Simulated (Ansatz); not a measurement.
Ansatz (a first-principles code) input (CCSD(T)/6-31G*):

Ansatz 0.2 input:
```yaml
crystal:
  periodic: [false, false, false]
  atoms:
    - {symbol: F, position_ang: [2.46106244, 0.30287375, -1.78815723]}
    - {symbol: C, position_ang: [1.26995126, 0.17236737, -1.28970058]}
    - {symbol: C, position_ang: [0.84912882, -0.45053642, -0.20713722]}
    - {symbol: F, position_ang: [1.70872892, -1.15454323, 0.57507032]}
    - {symbol: C, position_ang: [-0.53185697, -0.43240463, 0.22949000]}
    - {symbol: F, position_ang: [-1.14081832, -1.63128040, 0.35130638]}
    - {symbol: C, position_ang: [-1.23639653, 0.65820576, 0.51966387]}
    - {symbol: F, position_ang: [-2.50277116, 0.63521029, 0.86308062]}
    - {symbol: F, position_ang: [-0.76008625, 1.88265150, 0.49715584]}
basis:
  gaussian:
    orbitals: 6-31G*
magnetization: {spin_polarized: true, initial_magnetization: 1}
correlation: {method: ccsd_t, electrons: outside_noble_gas}
```

End of the output:

```
cycle   2  -35.98970994 eV  change   -9.5e-1 eV  update   6.2e-2
cycle   3  -36.36356024 eV  change   -3.7e-1 eV  update   4.5e-2
cycle   4  -36.41879046 eV  change   -5.5e-2 eV  update   2.4e-2
cycle   5  -36.43439032 eV  change   -1.6e-2 eV  update   1.3e-2
cycle   6  -36.44724563 eV  change   -1.3e-2 eV  update   4.8e-3
cycle   7  -36.45191511 eV  change   -4.7e-3 eV  update   2.3e-3
cycle   8  -36.45271078 eV  change   -8.0e-4 eV  update   9.3e-4
cycle   9  -36.45315652 eV  change   -4.5e-4 eV  update   4.8e-4
cycle  10  -36.45319580 eV  change   -3.9e-5 eV  update   2.6e-4
cycle  11  -36.45317572 eV  change    2.0e-5 eV  update   1.5e-4
cycle  12  -36.45328004 eV  change   -1.0e-4 eV  update   8.6e-5
cycle  13  -36.45332532 eV  change   -4.5e-5 eV  update   5.7e-5
coupled cluster: 3.32 GiB planned
perturbative correction -1.11102804 eV, -0.0408295274 hartree
Total energy: -17683.93707384 eV, -649.8727008604 hartree
```

It need not be the lowest isomer of its formula.

The determinant is spin-contaminated: <S^2> is 1.07 against 0.75 for a pure state.
